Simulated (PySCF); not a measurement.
## Zn₂Cl⁺, triplet: molecular constants

Level of theory: UPBE0 in PySCF with Cl def2-SVP, Zn def2-SVP; no relativity; density-fitted integrals.

The structure is a minimum.

| Quantity | Value |
| --- | --- |
| Point group | C2v |
| Bond lengths | Cl–Zn 2.352 Å (×2) |
| Bond angles | Zn–Cl–Zn 123.8° |
| Entropy at 298.15 K and 1 bar (electronic part: spin only) | 325.6 J/(mol K) |
| Spin squared ⟨S²⟩ | 2.002 |
| Rotational symmetry number | 2 |
| Rotational constants | 0.5007, 0.03064, 0.02887 cm⁻¹ |
| Principal polarisabilities | 39.6, 43.3, 74.9 bohr³ |
| Heat capacity Cp at 298.15 K | 56.2 J/(mol K) |
| Zero-point energy | 3.4 kJ/mol |
| Dipole moment about the centre of mass | 1.88 D |
| Lowest empty level (β) | -8.63 eV |
| Highest occupied level (α) | -11.00 eV |
| Principal quadrupole moments (Buckingham, traceless) about the centre of mass | -12.86, -12.11, 24.97 D Å |
| Enthalpy at 298.15 K above 0 K | 14.62 kJ/mol |

Harmonic modes (masses in u: Cl 34.969, Zn 63.929):
```
symmetry  ω (cm⁻¹)  IR (km/mol)  μ (u)
      a1        53          0.6  50.64
      a1       227          9.3  46.07
      b2       283          137  39.64
```

In C2v the vibrations span 2a1 + b2. Here b1 is antisymmetric to the molecular plane and b2 lies in it.

Charges (e):
```tsv
atom	Mulliken	Löwdin	polar tensor	spin (Mulliken)	Mayer order to Cl1
Cl1	-0.31	-0.16	-0.71	0.19	–
Zn2,3	0.66	0.58	0.85	0.90	0.56
```

Mulliken populations on Cl1: s 5.94, p 11.36, d 0.01.

Outer orbital energies (eV). α occupied: -19.59, -19.58, -19.55, -16.19, -14.85, -14.11, -11.64, -11.00; empty: -4.61, -4.45, -4.33, -4.03. β occupied: -19.49, -19.49, -19.46, -19.46, -19.40, -15.64, -14.46, -13.98; empty: -8.63, -7.85, -3.52, -3.31.

This need not be the most stable arrangement of these atoms.

The final relaxation and frequency run took roughly 3 core-minutes on a shared host.
